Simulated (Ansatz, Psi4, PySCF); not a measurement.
C2H3O (SMILES [CH2-]C=O), charge -1, singlet, geometry from GFN2-xTB. Base run: CCSD(T)/6-31G** in PySCF.

PySCF was given this input:
```python
from pyscf import gto, scf, cc

mol = gto.M(
    atom='''
O     1.14119970    0.27275617   -0.37828883
C     0.01399973    0.30902939    0.19007090
H    -0.19132679    1.20747699    0.86167798
C    -1.01879722   -0.56413534    0.13347947
H    -1.93523585   -0.39299447    0.68579554
H    -0.97425000   -1.46589618   -0.46246509
''',
    basis='6-31g**',
    charge=-1,
    verbose=4,
)

mf = scf.RHF(mol)
mf.kernel()

mycc = cc.CCSD(mf)
mycc.kernel()
et = mycc.ccsd_t()
print('E(CCSD(T)) = %.10f' % (mycc.e_tot + et))
```

The same geometry, method and basis name were run in Ansatz (a first-principles code) and Psi4 and PySCF, at each program's defaults and at the settings that a row names. The base is PySCF at its defaults. Differences at the defaults can come from grids, fitting, cores and function types together.

```csv
code and settings,ΔE vs base (mEh),basis functions,E (Eh),SCF cycles
"PySCF, defaults (exact integrals, spherical functions, all electrons correlated)",0.000,57,-152.78439,11
"Psi4, defaults (exact integrals, Cartesian functions, all electrons correlated)",-11.051,60,-152.79544,12
"Ansatz, defaults (factorised integrals, Cartesian functions, frozen core)",1.371,60,-152.78301,-
"PySCF, frozen core",6.806,57,-152.77758,11
"Psi4, exact integrals, spherical functions, frozen core",6.806,57,-152.77758,12
"Ansatz, high accuracy, frozen core, Cartesian functions as the basis file defines them",1.367,60,-152.78302,-
```
